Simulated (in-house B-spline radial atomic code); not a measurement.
How numerical settings move a run on the cerium ion Ce⁺, [Xe] 4f1 5d2. Computed with an all-electron radial atomic-structure program (B-spline basis): scalar-relativistic (X2C) RPBE, spin-polarised, spherical fractional occupations, Fermi nucleus of rms radius 4.8771 fm.

Command:
```bash
python run_scf.py task.json out
```
Settings of the sound reference run:
```
Z                58
electrons        57
configuration    [Xe] 4f1 5d2
hamiltonian      x2c
method           rpbe,pbe
spin_polarised   True
nucleus          fermi
rms_radius       4.8771
mass_number      140
atomic_mass      139.9054
speed_of_light   137.036
knot_spacing     0.22
spline_order     8
gauss_points     12
box_radius       35.29
max_iterations   70
damping          0.5
damped_steps     3
diis_vectors     10
tolerance        1e-08
start            Thomas-Fermi
```

Time taken, with all properties: 0.22 s on 1 thread of Intel(R) Xeon(R) 6975P-C (shared host).

It converges in 11 iterations to -8859.525947 hartree, with 5d up at -7.63301 eV. The other runs change the listed settings, some to values that make no sense; their results aren't properties of the atom or ion. Radii are in bohr (the nuclear one in fm), a minus after a letter asks for a j subshell, and «unchanged» means within 1e-8 hartree. The run stops when the residual is below 10 × tolerance × max(1, Z/10), or a noise floor if that is larger, and the energy moves by less than 1e-8 × √|E| hartree; so very loose and very tight tolerances often act alike.

```tsv
changed settings	outcome
damping = 0.8	converged in 12 iterations, energy unchanged, 5d up level -1.2e-06 eV
spline_order = 10	converged in 11 iterations, energy +4.98e-06 hartree from the reference, 5d up level -8.9e-07 eV
first_knot = 1.72e-06	converged in 10 iterations, energy +1.23e-05 hartree from the reference, 5d up level -2.0e-05 eV
knot_spacing = 0.3, gauss_points = 4, max_iterations = 60, damping = 0.95, diis_vectors = 20	converged in 12 iterations, energy +1.86e-04 hartree from the reference, 5d up level -1.8e-04 eV
first_knot = 1.72e-05	converged in 11 iterations, energy +2.15e-06 hartree from the reference, 5d up level -1.7e-05 eV
knot_spacing = 0.1, gauss_points = 16, max_iterations = 50	converged in 10 iterations, energy -1.36e-05 hartree from the reference, 5d up level -1.3e-05 eV
first_knot = 0.0517	converged in 11 iterations, energy +9.05e+00 hartree from the reference, 5d up level -1.4e-03 eV
damping = 0	converged in 13 iterations, energy unchanged, 5d up level +5.4e-06 eV
gauss_points = 16, max_iterations = 100, damped_steps = 1, tolerance = 0.001	converged in 9 iterations, energy +9.69e-08 hartree from the reference, 5d up level +4.0e-05 eV
electrons = 58, configuration = [Xe] 4f1 5d2 6p-1, max_iterations = 50	stopped with error: j subshells need the Dirac Hamiltonian and l > 0
electrons = 58, configuration = [Xe] 4f1 5d2 1f1, max_iterations = 50	stopped with error: there is no 1f shell
first_knot = 0.00517	converged in 11 iterations, energy -2.90e-01 hartree from the reference, 5d up level +2.4e-05 eV
first_knot = 0.00172	converged in 11 iterations, energy -8.76e-02 hartree from the reference, 5d up level -4.2e-06 eV
first_knot = 0.000172, max_iterations = 60, start = bare nucleus	converged in 13 iterations, energy -1.09e-04 hartree from the reference, 5d up level +2.3e-06 eV
spline_order = 6	converged in 11 iterations, energy +1.09e-05 hartree from the reference, 5d up level -1.6e-05 eV
first_knot = 0.000172	converged in 10 iterations, energy -1.09e-04 hartree from the reference, 5d up level -1.7e-05 eV
```

**Question.** What happens with spline_order = 7?

**Answer.** Converged in 10 iterations, energy +9.12e-06 hartree from the reference, 5d up level -2.8e-05 eV.

**Question.** What happens with spline_order = 4?

**Answer.** Converged in 10 iterations, energy +5.73e-03 hartree from the reference, 5d up level -1.8e-04 eV.

**Question.** What happens with damping = 0.95?

**Answer.** Converged in 12 iterations, energy unchanged, 5d up level -2.0e-05 eV.

**Question.** What happens with knot_spacing = 1, gauss_points = 5, box_radius = 7.06, first_knot = 1.72e-05, max_iterations = 100?

**Answer.** Converged in 10 iterations, energy +5.99e+01 hartree from the reference, 5d up level +2.4e-01 eV (the program warns: 5d up reaches the box edge; 2s up reaches the box edge).
